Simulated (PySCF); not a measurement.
## Radial density of Ar⁺ (argon, charge +1)

MN15, [Ne] 3s2 3p5, 2P determinant. All numbers are calculated (PySCF 2.14, scalar relativity by spin-free X2C-1e, in cc-pVTZ-DK (5s4p2d1f, 34 functions)).

```
r (bohr)  4πr²ρ (e/bohr)  4πr²(ρα − ρβ)
 0.00174          0.1692         0.0000
 0.00292          0.4356         0.0000
 0.00491           1.098         0.0000
 0.00826           2.654        -0.0001
  0.0139           5.953        -0.0001
  0.0234           11.73         0.0002
  0.0393           18.56         0.0032
  0.0661           20.65         0.0190
   0.111           15.67         0.0728
   0.187           16.44         0.1572
   0.315           20.84         0.1152
   0.529           9.715         0.0105
   0.890           4.703         0.5053
    1.50           4.706         0.6775
    2.52          0.9291         0.1426
    4.24         0.03139         0.0043
```

Densities and radii are taken from the X2C orbitals without a picture-change correction, which distorts them close to the nucleus.
